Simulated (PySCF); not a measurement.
**Ru (ruthenium, neutral) across methods**

[Kr] 4d7 5s1, high-spin 5F determinant. Computed with PySCF 2.14 in def2-TZVPPD with the def2 core potential (28 electrons), with scalar relativity through the core potential.

```
 method  E (hartree)  mean ε 4d α (eV)  mean ε 5s α (eV)  mean ε 4d β (eV)  Σ⟨r²⟩ (bohr²)   ⟨S²⟩
    LDA     -94.5985            -5.899            -4.934            -4.029          48.37  6.000
   PBE0     -94.7951            -7.320            -5.286            -5.403          48.24  6.001
  HSE06     -94.7943            -6.909            -4.935            -5.015          48.32  6.001
wB97M-V     -94.7106            -9.671            -6.892            -7.862          48.43  6.002
 r2SCAN     -94.8383            -6.057            -4.934            -3.967          47.78  6.002
    UHF    -94.12342           -11.438            -6.458            -8.958          49.19  6.004
    PBE     -94.8179            -5.753            -4.712            -3.981          48.40  6.001
  B97-3     -94.8122            -7.271            -5.062            -5.494          48.13  6.002
```

Estimate the same row for TPSSh.

E (hartree) = -94.7746; mean ε 4d α (eV) = -6.322; mean ε 5s α (eV) = -4.883; mean ε 4d β (eV) = -4.654; Σ⟨r²⟩ (bohr²) = 48.19; ⟨S²⟩ = 6.001.

Energies and moments cover only the electrons outside the core potential.
